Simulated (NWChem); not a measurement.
System: SiHCl, singlet; SMILES [SiH]Cl

Results from NWChem. Low-valent species are run as closed-shell singlets; no triplet was tried in these runs. Structure relaxed at the PBE0/def2-SVP level. Ions are spin-unrestricted doublets at the neutral geometry; other ion states weren't tried.

For level PBE/def2-SVP:

- −ε(HOMO) (eV) = 5.78

Q: What are these values for level PBE0/def2-SVP?

A: 
| Property | Value |
|---|---|
| −ε(HOMO) (eV) | 6.93 |
